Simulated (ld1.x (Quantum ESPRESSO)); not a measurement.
**lead: one change to a TM potential, before and after**

ld1.x (Quantum ESPRESSO) 7.5 input, shortened:

```
&input
   title='Pb', zed=82., rel=1, dft='PZ', iswitch=3,
   config='[Xe] 4f14 5d10 6s1.75 6p2.25 6d-2'
 /
 &inputp
   pseudotype=2, tm=.true., lloc=0,
   nlcc=.false.
 /
3
6P  2  1   2.25   0.00  2.45  2.45  0.0
6D  3  2  -2.00   0.50  1.95  1.95  0.0
6S  1  0   1.75   0.00  1.85  1.85  0.0
 &test
   configts(1)='6s1.75 6p2.25'
 /
```

All-electron outer shells of the reference configuration (LDA (PZ), scalar-relativistic, ld1.x):

```tsv
shell	level (eV)	outermost node (bohr)	outermost maximum (bohr)
5p	-86.42	0.49	0.88
5d	-21.72	0.52	1.07
6s	-12.62	1.01	1.95
6p	-3.89	1.18	2.63
```

Change: wave 6s (bound): rc 1.85 bohr becomes 6s (bound): rc 2.34 bohr.

Cutoffs: the cutoffs (Ry, on a coarse ladder) from which the occupation-weighted sum of valence levels, in a spherical-Bessel basis at the reference potential, stays within 10 and 1 mRy of its value at 400 Ry; they do not see the model core or the augmentation charge, which bear on the density cutoff. Errors are all-electron minus pseudo energies relative to the spin-unpolarised reference configuration.

Predict the effect on cutoff, ghosts and configuration errors.

The potential gets softer (21 Ry and 45 Ry → 18 Ry and 30 Ry); both files keep a bound ghost (d); of the 9 tests that both files solve, the error grows in 0 and shrinks in 1 by more than 15 % and 0.3 meV (median size 13.9 → 14.1 meV). A larger radius leaves more room for a smooth pseudo-wave, so fewer plane waves are needed.

| quantity | base | changed |
| --- | --- | --- |
| cutoff, loose | 21 Ry | 18 Ry |
| cutoff, tight | 45 Ry | 30 Ry |
| loose cutoff by channel (10 mRy a level) | p 8 Ry, s 18 Ry | p 8 Ry, s 12 Ry |
| bound ghosts | d | d |
| error for 6s2 6p2, meV [ΔE -2.17 eV] | +1.5 | +1.3 |
| error for 6s2 6p1, meV [ΔE 4.67 eV] | +14 | +14 |
| error for 6s2 6p0, meV [ΔE 18.43 eV] | +79 | +82 |
| error for 6s2 6p1.5, meV [ΔE 0.44 eV] | +4.7 | +4.6 |
| error for 6s1 6p0, meV [ΔE 51.31 eV] | +279 | +281 |
| error for 6s2 6p2.3, meV [ΔE -3.02 eV] | +1.3 | +1.1 |
| error for 6s1 6p3, meV [ΔE 6.65 eV] | +11 | +9.1 |
| error for 6s1.75 6p2.25 (spin-polarised), meV [ΔE -0.70 eV] | +190 | +190 |
| error for 6s2 6p2 (spin-polarised), meV [ΔE -2.62 eV] | +91 | +91 |
| s: phases at 2.65 bohr within 0.05 rad from the reference energy up to (Ry; the scan ends near 5) | 2.3 | 2.0 |
| p: phases at 2.65 bohr within 0.05 rad from the reference energy up to (Ry; the scan ends near 5) | 3.3 | 3.2 |
| d: phases at 2.65 bohr within 0.05 rad from the reference energy up to (Ry; the scan ends near 5) | 1.3 | 1.3 |

 A true bound ghost makes a file unfit for plane-wave use even where its test errors are small: the radial tests pick states by their node count and pass the ghost by.
